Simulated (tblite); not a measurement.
C2H12NPSi2.
Geometry (GFN2-xTB, Å), atoms numbered from 1 in this order:
```
atom  x, y, z in Å
C1    -2.1628   -1.3878    0.2319
C2    -1.8098   -0.1126   -0.5206
Si3   -0.1086    0.5945   -0.0367
P4     0.3367    2.3662   -1.3398
N5     1.1097   -0.5939   -0.3533
Si6    2.8217   -0.4068   -0.5821
H7    -3.1522   -1.7456   -0.0486
H8    -2.1547   -1.2136    1.3052
H9    -1.4453   -2.1755    0.0124
H10   -1.8352   -0.3108   -1.5935
H11   -2.5773    0.6381   -0.3268
H12   -0.1189    0.9399    1.4018
H13   -0.7198    3.1186   -0.8585
H14    1.2232    2.9397   -0.4475
H15    0.8123   -1.5416   -0.1856
H16    3.5047   -0.2741    0.7119
H17    3.0106    0.7984   -1.3838
H18    3.2568   -1.6268   -1.2629
```

Computed values, GFN2-xTB/tblite, gas phase, harmonic and unscaled. This tight-binding method is rough: wavenumbers can miss measured ones by several per cent, in bad cases by 10 to 20. Modes of hydrogen on phosphorus and silicon can be 10 to 20 % off. One conformer, not necessarily the lowest.

Harmonic wavenumbers (cm⁻¹): 34.7, 45.7, 62.5, 99.0, 102.4, 140.7, 177.4, 224.6, 248.7, 278.2, 334.8, 481.8, 560.2, 572.8, 613.3, 643.0, 662.9, 692.2, 706.9, 728.0, 752.7, 764.1, 792.8, 814.8, 977.6, 978.6, 1019.0, 1080.7, 1151.6, 1194.2, 1240.2, 1290.8, 1417.8, 1480.2, 1510.6, 1514.2, 2100.9, 2198.2, 2251.1, 2279.3, 2300.1, 2386.8, 2969.1, 2983.5, 3012.5, 3025.8, 3036.0, 3466.1.

A = 1854, B = 1246, C = 792.9 MHz; mass 137.025 u (most abundant isotopes); point group C1, symmetry number 1.

Problem. What is the zero-point energy?

Solution. Half the sum of the wavenumbers: 28700 cm⁻¹ = 343.32 kJ/mol.

Problem. What is S at 298.15 K and 1 bar for an ideal gas of classical rigid rotors and harmonic oscillators?

Solution. Translation 170.22, rotation 123.65, vibration 161.63: S = 455.5 J/(mol K).

Problem. And Cp and H(298.15 K) − H(0)?

Solution. Cp = 178.06 J/(mol K), of which vibrations give 144.80 (their classical limit is 48 R = 399.1); H(298.15 K) − H(0) = 33.52 kJ/mol without the zero-point energy, 23.60 from vibrations.

Problem. How do the functions run with temperature in this model?

Solution. 
| T (K) | S (J/(mol K)) | Cp (J/(mol K)) | H − H(0) (kJ/mol) | G − H(0) (kJ/mol) | ln q(vib) |
| --- | --- | --- | --- | --- | --- |
| 100 | 315.0 | 94.2 | 6.55 | -24.96 | 3.04 |
| 200 | 393.2 | 136.4 | 18.06 | -60.57 | 6.68 |
| 300 | 456.6 | 178.8 | 33.85 | -103.13 | 9.98 |
| 500 | 564.5 | 244.8 | 76.66 | -205.60 | 16.04 |
| 800 | 694.4 | 307.4 | 160.28 | -395.21 | 24.12 |
| 1000 | 766.1 | 335.2 | 224.67 | -541.42 | 28.93 |

q(vib) and H(0) count from the zero-point level.

Problem. Which modes carry the vibrational entropy at 298.15 K?

Solution. 34.7 cm⁻¹: 23.18; 45.7 cm⁻¹: 20.90; 62.5 cm⁻¹: 18.31; 99.0 cm⁻¹: 14.53; 102.4 cm⁻¹: 14.26; 140.7 cm⁻¹: 11.69 J/(mol K); the other 42 give 58.75 together.

Problem. What must be added to the electronic energy to get the Gibbs energy at 298.15 K and 1 bar?

Solution. ZPE + [H(298.15 K) − H(0)] − T·S = 343.32 + 33.52 − 135.81 = 241.03 kJ/mol.

Hindered rotation and anharmonicity are outside this model. Other conformers, if any are populated, would add a mixing term that is left out. The structure is chiral; the term R ln 2 for an equal mix with its mirror image is left out.
